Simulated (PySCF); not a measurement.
[Gd(CH3)2]+ at several levels of theory

Computed with PySCF 2.14.0 (density fitting, no spin-orbit coupling) at the geometry relaxed with TPSS:

```xyz
9
[Gd(CH3)2]+ (singlet in the valence; each metal's 4f electrons, 7 of them, lie in its core potential, out of spins and levels)
Gd    1.3206    0.7016    0.0018
C     0.0123    0.0056    1.7661
H    -0.8957   -0.5265    1.4156
H     0.5662   -0.6850    2.4394
H    -0.3232    0.8619    2.3916
C     0.0232    0.0152   -1.7772
H    -0.9959    0.4530   -1.7119
H     0.4452    0.2859   -2.7678
H    -0.1103   -1.0883   -1.7577
```

```json
{"level": "TPSS", "basis": "Gd lcecp-1-SVP with ECP53, C def2-SVP, H def2-SVP", "state": "singlet", "HOMO (eV)": "-10.48", "gap (eV)": "2.84", "charge on Gd1 (e)": "1.25", "population of f-type functions on Gd1 (polarisation alone where 4f lies in the core)": "0.02", "dipole about the centre of mass (D)": "3.46", "largest force component (eV/Å)": "0.02"}
{"level": "TPSS", "basis": "Gd lcecp-1-TZVP with ECP53, C def2-TZVP, H def2-TZVP", "state": "singlet", "HOMO (eV)": "-10.45", "gap (eV)": "2.83", "charge on Gd1 (e)": "1.54", "population of f-type functions on Gd1 (polarisation alone where 4f lies in the core)": "0.02", "dipole about the centre of mass (D)": "3.61", "largest force component (eV/Å)": "0.30"}
{"level": "PBE0", "basis": "Gd def2-SVP with ECP28, C def2-SVP, H def2-SVP", "state": "octet", "HOMO (eV)": "-11.43", "gap (eV)": "3.58", "charge on Gd1 (e)": "1.25", "population of f-type functions on Gd1 (polarisation alone where 4f lies in the core)": "7.02", "dipole about the centre of mass (D)": "2.77", "largest force component (eV/Å)": "0.30"}
```

In the lcecp rows the 4f levels are missing from HOMO and gap, and the state counts the valence alone.

HOMO and gap are taken over both spins. Charges are Mulliken's, which hang on the basis. The relaxation used the grid (50, 194), these runs (75, 302) or, all-electron (x2c bases, spin-free X2C Hamiltonian), (99, 590).

Task: Order these levels, in the first row's basis, by the HOMO–LUMO gap they give here, smallest first.
A. BP86
B. B3LYP
C. wB97X
D. CAM-B3LYP

Result: A (2.83 eV), B (3.95 eV), D (6.54 eV), C (8.87 eV).

Task: And their other results?

Result: 
| level | state | HOMO (eV) | gap (eV) | charge on Gd1 (e) | population of f-type functions on Gd1 (polarisation alone where 4f lies in the core) | dipole about the centre of mass (D) | largest force component (eV/Å) |
| --- | --- | --- | --- | --- | --- | --- | --- |
| CAM-B3LYP | singlet | -12.88 | 6.54 | 1.29 | 0.03 | 4.03 | 0.25 |
| wB97X | singlet | -13.87 | 8.87 | 1.35 | 0.03 | 4.37 | 0.34 |
| B3LYP | singlet | -11.39 | 3.95 | 1.24 | 0.03 | 3.57 | 0.11 |
| BP86 | singlet | -10.56 | 2.83 | 1.18 | 0.02 | 3.09 | 0.24 |

In the first row's basis the gap widens with exact exchange: 2.8 eV for BP86, TPSS (none); 3.9 eV for B3LYP (a fixed share); 6.5 to 8.9 eV for CAM-B3LYP, wB97X (rising or full at long range).

No frequency check is given that shows the relaxed geometry to be a minimum. An lcecp potential fixes the number of 4f electrons, so in runs with it no electron can move into or out of that shell.

Rows with open f shells in the valence may stand above their lowest state, and their gaps can end on f levels.

Some runs are spin-contaminated.
